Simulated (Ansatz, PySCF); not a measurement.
Process, species as SMILES: CC(C)(F)[SiH3] → C[Si](C)(C)F [fluoro(trimethyl)silane]
Each molecule is optimised on its own at B3LYP-D3(BJ)/def2-TZVP (Ansatz, a first-principles code). Frequencies are from Ansatz or PySCF.

Property: isomerisation energy (enthalpy at 298 K, with B3LYP-D3(BJ) rigid-rotor harmonic-oscillator terms), in kcal/mol. Cores are frozen in the correlated levels unless marked. No spin-orbit coupling. Non-relativistic. CBS(X,Y): correlation extrapolated as X^-3; Hartree-Fock from the larger set.

```
level                        program  isomerisation energy (kcal/mol)
--------------------  --------------  -------------------------------
HF/cc-pVTZ                    Ansatz                            -73.4
PBE0-D4/def2-TZVP     Ansatz + dftd4                            -73.3
B2GP-PLYP/def2-TZVPD          Ansatz                            -74.9
MP2/cc-pV(D+d)Z               Ansatz                            -68.4
```

**Question.** What does CCSD(T)/CBS(cc-pV(T+d)Z,cc-pV(Q+d)Z) (Ansatz) give?

**Answer.** -76.3 kcal/mol
